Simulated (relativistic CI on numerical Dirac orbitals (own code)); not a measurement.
**Se20+: sensitivity of the levels to the model**

Base calculation: Dirac-Coulomb-Breit CI, orbitals from a KLI potential per configuration, QED by a radiative potential, unscaled Slater integrals.

Configurations in the expansion (outside the closed core [Ne]): 3s2.3p2, 3s.3p3, 3s2.3p.3d, 3p4, 3s.3p2.3d, 3p3.3d, 3s.3p.3d2, 3s2.3d.4p, 3p3.4s, 3s2.3p.4s, 3s.3p.3d.4s, 3p3.4p, 3s2.3p.4p, 3s2.3d2, 3s.3d3, 3p2.3d2, 3p.3d3, 3p.3d2.4s, 3p.3d2.4p, 3s2.3d.4s, 3s.3d2.4s. Double excitations out of closed p, d and f shells are left out; levels of such configurations are missing from the list, as are those of other unlisted configurations, and high levels can miss mixing partners.

Variants: (1) non-relativistic limit. Shifts of the energy above 3s2.3p2 3P_0, in cm⁻¹, for the lowest level and the first level of each name with at least 55 % of one term (blank where a level changes its place among those of its configuration and J or its character, or is not in the variant):

| Level | Base | Δ(1) |
| --- | --- | --- |
| 3s2.3p2 3P_0 | 0 | 0 |
| 3s2.3p2 3P_1 | 48310 | -48310 |
| 3s2.3p2 3P_2 | 72062 | -72062 |
| 3s2.3p2 1D_2 | 143665 | -95626 |
| 3s2.3p2 1S_0 | 209779 | -98239 |
| 3s.3p3 5S°_2 | 400636 | -118949 |
| 3s.3p3 3D°_1 | 506314 | -108089 |
| 3s.3p3 3D°_2 | 510254 | -112029 |
| 3s.3p3 3D°_3 | 529445 | -131221 |
| 3s.3p3 3P°_0 | 588293 | -132158 |
| 3s.3p3 3P°_1 | 594463 | -138328 |
| 3s.3p3 3S°_1 | 706061 | -116403 |
| 3s2.3p.3d 3F°_2 | 708076 |  |
| 3s2.3p.3d 3F°_3 | 731803 | -92693 |

At this charge energies of transitions that change n are usually good to better than 1 %, and those within a shell (Δn = 0) to a few per cent.

Ionisation energy from the two ground configurations alone: base 843.312 eV. The NIST ASD value (semi-empirical) is 845.8 eV.

LS names give the leading component of a level, which can be under half, so a name can repeat, a term be missing and a line seem to break the LS rules.
